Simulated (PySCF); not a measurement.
C3H4ClFSi, SMILES FC=C=C([SiH3])Cl.

Geometry optimised at B3LYP-D3(BJ)/def2-SVP. This is a generated structure with no PubChem entry under its InChIKey; it may be hypothetical.

Calculation: TDA-CAM-B3LYP/def2-SVPD run with PySCF.

Vertical excitations. The molecule is in vacuum.

**Question.** Give excitation energies, oscillator strengths and character. (An estimate is asked for; the answer gives what the named calculation found.)

**Answer.** 
```csv
state,energy (eV),λ (nm),f,main pairs
S1,4.88,254,0.001,HOMO→LUMO 96 %
S2,5.47,227,0.000,HOMO−1→LUMO+1 95 %
S3,6.26,198,0.010,"HOMO−1→LUMO 56 %, HOMO→LUMO+1 35 %"
S4,6.59,188,0.000,HOMO−2→LUMO 95 %
S5,6.76,183,0.025,HOMO−2→LUMO+1 86 %
S6,7.24,171,0.457,"HOMO−1→LUMO+2 36 %, HOMO→LUMO+1 23 %, HOMO−1→LUMO+3 13 %, HOMO−1→LUMO 13 %"
S7,7.34,169,0.271,"HOMO→LUMO+2 42 %, HOMO−1→LUMO+2 13 %, HOMO→LUMO+1 11 %, HOMO−1→LUMO 10 %"
S8,7.36,168,0.457,"HOMO→LUMO+2 43 %, HOMO→LUMO+1 21 %, HOMO−1→LUMO+2 10 %"
S9,7.74,160,0.012,"HOMO−1→LUMO+2 33 %, HOMO−1→LUMO+3 26 %, HOMO−3→LUMO+1 18 %, HOMO−5→LUMO+1 8 %"
S10,8.09,153,0.022,"HOMO→LUMO+3 51 %, HOMO−3→LUMO 31 %"
T1,3.98,312,0,"HOMO−1→LUMO 69 %, HOMO→LUMO+1 17 %"
T2,4.17,297,0,"HOMO→LUMO+1 69 %, HOMO−1→LUMO 18 %"
T3,4.44,279,0,HOMO→LUMO 96 %
T4,5.00,248,0,HOMO−1→LUMO+1 95 %
```
Triplets are in the Tamm–Dancoff approximation.
